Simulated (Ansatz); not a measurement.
The same molecule with X = Si, Ge, Sn. Ansatz, PBE0-D4/def2-TZVP geometries, multiplicity 1. Each molecule was computed in one conformer, which needn't be the lowest.

Elements past krypton have def2 core potentials. Scalar relativity is left out up to krypton.

| X | molecule | mean X–Al bond length / Å | mean X–H bond length / Å | mean X–N bond length / Å | LUMO energy (ωB97M-V/def2-TZVPP) / eV | HOMO–LUMO gap (PBE0/def2-TZVPP) / eV | LUMO energy (PBE0/def2-TZVPP) / eV |
| --- | --- | --- | --- | --- | --- | --- | --- |
| Si | `O[SiH]1[NH][AlH]1` | 2.297 | 1.496 | 1.738 | 0.64 | 5.24 | -1.02 |
| Ge | `[OH][GeH]1[NH][AlH]1` | 2.363 | 1.541 | 1.904 | 0.39 | 5.32 | -1.25 |

Problem. Give the row for X = Sn, `[OH][SnH]1[NH][AlH]1`. (Best estimate.)

Solution. Computed: 
| X | molecule | mean X–Al bond length / Å | mean X–H bond length / Å | mean X–N bond length / Å | LUMO energy (ωB97M-V/def2-TZVPP) / eV | HOMO–LUMO gap (PBE0/def2-TZVPP) / eV | LUMO energy (PBE0/def2-TZVPP) / eV |
| --- | --- | --- | --- | --- | --- | --- | --- |
| Sn | `[OH][SnH]1[NH][AlH]1` | 2.546 | 1.712 | 2.127 | 0.29 | 5.22 | -1.38 |

From Si to Sn the mean X–Al bond length rises at each step, by 0.249 Å in all; the mean X–H bond length rises at each step, by 0.216 Å in all; the mean X–N bond length rises at each step, by 0.389 Å in all; the LUMO energy (ωB97M-V/def2-TZVPP) falls at each step, by 0.35 eV in all; the HOMO–LUMO gap (PBE0/def2-TZVPP) isn't monotonic: highest at Ge, lowest at Sn; the LUMO energy (PBE0/def2-TZVPP) falls at each step, by 0.36 eV in all. Bonds lengthen as the atom grows down the group.
